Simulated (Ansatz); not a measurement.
Name a neutral molecule of C, Cl, O, Si and H with ideal-gas entropy at 298 K and 1 bar (rigid rotor, harmonic PBE0-D4/def2-TZVP) between 349 and 365 J/(mol·K) and HOMO energy (PBE0/def2-TZVPP) between -8.50 and -8.20 eV (Ansatz, PBE0-D4/def2-TZVP geometry).

`C[Si](C)(O)Cl` (364 J/(mol·K), -8.39 eV). Other molecules can fit too; these were computed, each in one conformer that needn't be the lowest.
